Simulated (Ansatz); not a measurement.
Ansatz results at the PBE0-D4/def2-TZVP geometry: HOMO–LUMO gap (ωB97M-V/def2-TZVPP) 12.61 eV; size of the dipole moment (B3LYP/def2-TZVPP) 2.95 D; HOMO–LUMO gap (PBE0/def2-TZVPP) 8.88 eV.

Each molecule was computed in one conformer, which needn't be the lowest.

Question: Which molecule gave them?
A. `C[C@]1(F)O[Si@H]1O`
B. `C=C[Si](O)(O)F`
C. `O[Si@@H]1C[C@@H](F)O1`
D. `[ZnH][SiH]1N[SiH2]1`

Answer: C. The others give `C=C[Si](O)(O)F`: 12.12, 1.21, 7.71; `[ZnH][SiH]1N[SiH2]1`: 8.52, 0.80, 5.05; `C[C@]1(F)O[Si@H]1O`: 11.51, 1.53, 7.53.

B3LYP here is the variant with VWN-RPA as its local correlation; programs differ in this.
